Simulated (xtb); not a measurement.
CBr$_{3}$ (SMILES Br[C](Br)Br), doublet, geometry from GFN2-xTB; GFN-FF run with xtb.

Here is a job for xtb.
```
$ xtb mol.xyz --gfnff --uhf 1 --json

# file mol.xyz
4

Br    -0.90210057     1.60547864     0.00874749
C     -0.00024609    -0.00644433     0.35123384
Br    -0.93921857    -1.58329200    -0.04978510
Br     1.84136133    -0.02108190    -0.01917391
```

What the program printed (banner, timings and long lists left out):

```
   ID    Z sym.   atoms
    1   35 Br     1, 3, 4
    2    6 C      2

           -------------------------------------------------
          |                Calculation Setup                |
           -------------------------------------------------

          ==================== Thresholds ====================
          CN  :   150.00000
          rep :   500.00000
          disp:  2500.00000
          HB1 :   250.00000
          HB2 :   450.00000

          Pauling EN used:
          Z : 6  EN :  2.55
          Z :35  EN :  2.96
          electric field strengths (au): 0.000

           -------------------------------------------------
          |           Force Field Initialization            |
           -------------------------------------------------

          distances ...
          ----------------------------------------
          generating topology and atomic info file ...
          pair mat ...
          computing topology distances matrix with Floyd-Warshall algo ...
          making topology EEQ charges ...
          #fragments for EEQ constrain: 1
          ----------------------------------------
          generating topology and atomic info file ...
          pair mat ...
          computing topology distances matrix with Floyd-Warshall algo ...
          making topology EEQ charges ...
          #fragments for EEQ constrain: 1
          rings ...
          # BATM   0
          # H in HB   0
          doing iterative Hueckel for 1 subsystem(s) ...

  atom   neighbors  erfCN metchar sp-hybrid imet pi  qest     coordinates
    1  Br      1    1.55   0.00         0    0    0  -0.013   -1.704723    3.033915    0.016530
    2  C       3    2.78   0.00         2    0    0   0.038   -0.000465   -0.012178    0.663736
    3  Br      1    1.55   0.00         0    0    0  -0.013   -1.774866   -2.991988   -0.094080
    4  Br      1    1.55   0.00         0    0    0  -0.013    3.479669   -0.039839   -0.036233

          #atoms :   4
          #bonds :   3
          #angl  :   3
          #tors  :   0
          #nmol  :   1
          #optfrag :   1
           -------------------------------------------------
          |                   G F N - F F                   |
          |          A general generic force-field          |
          |                  Version 1.0.3                  |
           -------------------------------------------------
          Number of HB bonds (bound hydrogen)     0
          Number of HB bonds (unbound hydrogen)   0
          Number of XB bonds                      0

         :::::::::::::::::::::::::::::::::::::::::::::::::::::
         ::                     SUMMARY                     ::
         :::::::::::::::::::::::::::::::::::::::::::::::::::::
         :: total energy              -0.331284163094 Eh    ::
         :: gradient norm              0.006760168216 Eh/a0 ::
         ::.................................................::
         :: bond energy               -0.345040520123 Eh    ::
         :: angle energy               0.000211357036 Eh    ::
         :: torsion energy             0.000000000000 Eh    ::
         :: repulsion energy           0.016402875611 Eh    ::
         :: electrostat energy        -0.000079532447 Eh    ::
         :: dispersion energy         -0.002778343172 Eh    ::
         :: HB energy                  0.000000000000 Eh    ::
         :: XB energy                  0.000000000000 Eh    ::
         :: bonded atm energy          0.000000000000 Eh    ::
         :: external energy            0.000000000000 Eh    ::
         :: add. restraining           0.000000000000 Eh    ::
         :: total charge               0.000000000000 e     ::
         :::::::::::::::::::::::::::::::::::::::::::::::::::::

           -------------------------------------------------
          |                Property Printout                |
           -------------------------------------------------

molecular dipole:
                 x           y           z       tot (Debye)
 q only:       -0.000      -0.000       0.012       0.030

           -------------------------------------------------
          | TOTAL ENERGY               -0.331284163094 Eh   |
          | GRADIENT NORM               0.006760168216 Eh/α |
           -------------------------------------------------
########################################################################
[WARNING] Runtime exception occurred
-1- gfnff_setup: Could not read topology file.
########################################################################

normal termination of xtb
```
